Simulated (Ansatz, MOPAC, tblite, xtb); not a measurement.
Dissociation curve of O₂ (anion, charge -1), doublet. Each curve is given relative to its own lowest point near equilibrium.

```csv
R / Å,A,B,C,D
1.06,135.9,96.0,171.1,118.6
1.13,64.9,33.3,85.3,57.7
1.19,29.0,8.0,40.8,26.9
1.26,7.1,0.0,12.1,7.7
1.28,3.8,0.6,7.4,4.6
1.33,0.0,5.5,0.9,0.5
1.36,0.2,10.2,0.0,0.0
1.40,2.7,17.6,1.5,1.1
```

Energies in mEh.

**Question.** Match the curves with the methods GFN1-xTB (xtb); tblite with GFN2-xTB, 300 K electronic temperature; PM3, unrestricted, heats of formation run with MOPAC 23.2.5; unrestricted PBE/aug-cc-pVDZ (Ansatz, a program for electronic structure).

**Answer.** A is GFN2-xTB; B is PM3; C is GFN1-xTB; D is UKS-PBE.

The scan ran from 1.06 to 5.28 Å; beyond the distances shown one of the unrestricted levels run for this scan, shown here or not, changes its spin distribution in one step. Where the anion isn't bound against loss of the electron, the finite basis alone holds it.
